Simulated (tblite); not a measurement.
Species: C₅H₃BrFO₂ (doublet state).
Numbering: `[O:1]=[C:2]([OH:3])[C@H:4]1[C:5]([Br:6])/[C:7]1=[CH:8]\[F:9]` (hydrogens: H10 on O3; H11 on C4; H12 on C8)
Bond orders are those of one Lewis drawing.

Computed with GFN2-xTB (tblite), gas phase: L-BFGS steps from a force-field or distance-geometry start until the largest atomic force falls under 0.01 eV/Å.

The end geometry, which sets the zero of energy:
```
atom  x, y, z in Å
O1     -1.4550   -0.6185    1.3405
C2     -1.4544   -0.2000    0.2145
O3     -2.5258   -0.2315   -0.5848
C4     -0.2826    0.4228   -0.4689
C5      0.6239    1.3203    0.3084
Br6     0.5473    2.6856    1.5174
C7      1.0993    0.0701    0.0414
C8      2.0319   -0.8860    0.0601
F9      3.2105   -0.6905    0.6661
H10    -3.2829   -0.6263   -0.1232
H11    -0.4500    0.6166   -1.5241
H12     1.9389   -1.8633   -0.3853
```

Question: These geometries come from the run, each turned onto the end geometry. Order them by energy, lowest first.
A.
```
atom  x, y, z in Å
O1     -1.5114   -1.1547    1.1017
C2     -1.4891   -0.3408    0.1773
O3     -2.5737   -0.0803   -0.5442
C4     -0.3137    0.4269   -0.2585
C5      0.4168    1.1175    0.8517
Br6     1.0655    2.8157    0.5246
C7      0.9528    0.0201    0.1839
C8      1.9812   -0.7920    0.0908
F9      3.0659   -0.6788    0.8724
H10    -3.2820   -0.6418   -0.1425
H11    -0.3840    0.9356   -1.1987
H12     2.0728   -1.6282   -0.5964
```
B.
```
atom  x, y, z in Å
O1     -1.4282   -0.7795    1.2767
C2     -1.4486   -0.2587    0.1992
O3     -2.5397   -0.2034   -0.5669
C4     -0.2920    0.4303   -0.4419
C5      0.5846    1.3063    0.3877
Br6     0.6393    2.8227    1.3776
C7      1.0814    0.0773    0.0870
C8      2.0093   -0.8868    0.0840
F9      3.1809   -0.7241    0.7131
H10    -3.2921   -0.6153   -0.1165
H11    -0.4335    0.6562   -1.4921
H12     1.9396   -1.8255   -0.4458
```
C.
```
atom  x, y, z in Å
O1     -1.4976   -1.1458    1.1284
C2     -1.4884   -0.3625    0.2215
O3     -2.5686   -0.0921   -0.5201
C4     -0.3265    0.4276   -0.2945
C5      0.5179    1.2335    0.6468
Br6     0.9723    2.9994    0.8894
C7      1.0703    0.0783    0.1481
C8      2.0320   -0.8424    0.0792
F9      3.1337   -0.7224    0.8308
H10    -3.3295   -0.6229   -0.2372
H11    -0.5250    0.7831   -1.3014
H12     2.0105   -1.7346   -0.5289
```
D.
```
atom  x, y, z in Å
O1     -1.4938   -1.1611    1.0918
C2     -1.5183   -0.3684    0.1863
O3     -2.6159   -0.1156   -0.5356
C4     -0.3411    0.4413   -0.2601
C5      0.4794    1.1876    0.7522
Br6     1.0690    2.9392    0.6409
C7      1.0143    0.0004    0.2525
C8      2.0278   -0.8396    0.1029
F9      3.1149   -0.7069    0.8829
H10    -3.3622   -0.6378   -0.1919
H11    -0.4617    0.9128   -1.2355
H12     2.0886   -1.6526   -0.6243
```
E.
```
atom  x, y, z in Å
O1     -1.4324   -1.0304    1.1687
C2     -1.4609   -0.3169    0.2047
O3     -2.5572   -0.1243   -0.5361
C4     -0.3046    0.4417   -0.3591
C5      0.5574    1.2590    0.5384
Br6     0.7654    2.9696    1.1220
C7      1.0922    0.0847    0.1076
C8      2.0166   -0.8830    0.0912
F9      3.1937   -0.7129    0.7081
H10    -3.3170   -0.6193   -0.1896
H11    -0.4804    0.7638   -1.3818
H12     1.9282   -1.8328   -0.4119
```

Answer: B (0.017 eV), E (0.031 eV), C (0.075 eV), D (0.193 eV), A (0.607 eV).

In the order of the answer:

```tsv
step	E above end (eV)	largest force (eV/Å)	rms force component (eV/Å)	rms distance from end (Å)	rms bond change (Å)	bond most changed (Å)
40	0.017	0.37	0.114	0.095	0.005	C5–Br6 -0.013
25	0.031	0.12	0.048	0.232	0.003	C5–Br6 -0.006
16	0.075	0.19	0.074	0.342	0.006	C5–Br6 +0.014
6	0.193	0.74	0.191	0.431	0.013	C5–C7 +0.031
0	0.607	3.59	0.990	0.460	0.037	C4–C7 -0.113
```

The cost below is that of the whole relaxation. Time: 0.39 s. Hardware: Arm Neoverse V2, one thread (shared host).
